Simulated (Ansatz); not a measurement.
A nudged elastic band was laid between two geometries of CH$_{6}$OSi$_{2}$ (10 atoms, charge 0, multiplicity 1).

Computed with Ansatz, RKS PBE/cc-pVDZ.

```
movable images  : 7
climbing image  : from the first iteration
spring          : 5.0 eV/Å²
optimiser       : fire
start path      : through a guess of the saddle point
force threshold : 0.05 eV/Å
iteration limit : 60
end points      : relaxed
```

First end point:

```xyz
10
Properties=species:S:1:pos:R:3
O 1.604 -0.722 -1.086
C 0.653 -0.295 -0.440
Si -0.073 1.506 -0.815
Si -0.157 -1.405 0.983
H -1.533 1.378 -1.185
H 0.011 2.339 0.443
H 0.707 2.146 -1.932
H 0.557 -2.728 1.064
H -0.061 -0.663 2.296
H -1.623 -1.606 0.675
```

Last end point:

```xyz
10
Properties=species:S:1:pos:R:3
O 0.791 -0.979 -1.636
C 0.324 -0.399 -0.661
Si 0.129 1.569 -0.679
Si -0.233 -1.429 0.932
H -1.326 1.918 -0.465
H 0.914 2.150 0.475
H 0.622 2.118 -1.991
H 0.557 -0.947 2.127
H -1.694 -1.156 1.207
H 0.000 -2.897 0.695
```

Question: What changes between the two ends?

Answer: No bond is made or broken. The dihedral Si3–C2–Si4–H10 goes from 58 to 179°. The two ends are copies of one structure, up to a mirror image or an exchange of like atoms.

Question: Give the energies along the band, and the barrier.

Answer: It converged. The highest image is number 0 of 0 to 8, 0.000 eV above the ends, which have the same energy within 2 meV. The highest image is an end point: on this band no image between the ends rises above it. Inner images lie up to 0.007 eV below the lower end, so the ends aren't the lowest states on this path.

```tsv
image	path coordinate (Å)	energy (eV)	dihedral Si3–C2–Si4–H10 (°)
0	0.00	0.000	58
1	0.54	-0.001	73
2	1.08	-0.004	89
3	1.62	-0.007	104
4	2.15	-0.005	120
5	2.69	-0.007	135
6	3.22	-0.005	150
7	3.76	-0.001	165
8	4.30	0.000	179
```

Time of the run: 5.9 min on 2 threads of Arm Neoverse V1 (shared host), peak memory 0.14 GiB.
